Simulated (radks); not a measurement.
Charge is removed step by step from the 1s1/2 level of B, starting from [He] 2s2 2p1. All-electron calculation, Dirac Kohn-Sham, PBE, spin-unpolarised, spherical densities, point nucleus; open shells are shared between the two j in proportion to 2j + 1. Program: a radial shooting solver on a logarithmic mesh with Libxc functionals.

removed (e),E - E(0) (eV),eigenvalue (eV),E minus straight line (eV)
0,0.000,-180.59,0.000
0.1,18.313,-185.68,-2.395
0.2,37.139,-190.86,-4.276
0.3,56.488,-196.11,-5.636
0.4,76.365,-201.44,-6.466
0.5,96.777,-206.83,-6.761
0.6,117.73,-212.28,-6.514
0.7,139.23,-217.78,-5.719
0.8,161.29,-223.33,-4.372
0.9,183.90,-228.93,-2.466
1,207.08,-234.56,0.000

Removing the whole electron costs 207.08 eV by Delta-SCF, against 180.59 eV from minus the eigenvalue at the starting occupation. Slater's transition state (half an electron removed) gives 206.83 eV. Integrating minus the eigenvalue over the occupation (Janak's theorem) gives 207.08 eV. The mean slope of the eigenvalue, de/dn, is 54.0 eV per electron.
